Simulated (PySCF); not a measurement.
NbO3, SMILES [O]=[Nb](=[O])=[O] (connectivity only; charge and spin as stated), neutral, multiplicity 2. Geometry optimised at PBE-D3(BJ)/def2-TZVP. The multiplicity is an assumed one; other spin states were not compared. The def2 effective core potentials stand for the cores of Nb; spin–orbit coupling is left out.

Level of theory: PBE-D3(BJ)/def2-TZVP in PySCF 2.14.0.

Harmonic wavenumbers (cm⁻¹): 224, 226, 226, 526, 526, 898. Rotational constants (GHz): 6.265, 6.265, 3.849; symmetry number 3.

Problem. Work out the zero-point energy and the ideal-gas rigid-rotor harmonic-oscillator thermochemistry at 298.15 K and 1 atm.

Solution. ZPE = ½ Σ hcν = ½ × 2626 cm⁻¹ = 3.75 kcal/mol. H − E(el) = 7.40 kcal/mol. Entropy in cal/(mol K): translation 40.74, rotation 22.98, vibration 7.08, spin 1.38, total 72.18. G − E(el) = -14.12 kcal/mol. Cp = 16.24 cal/(mol K).
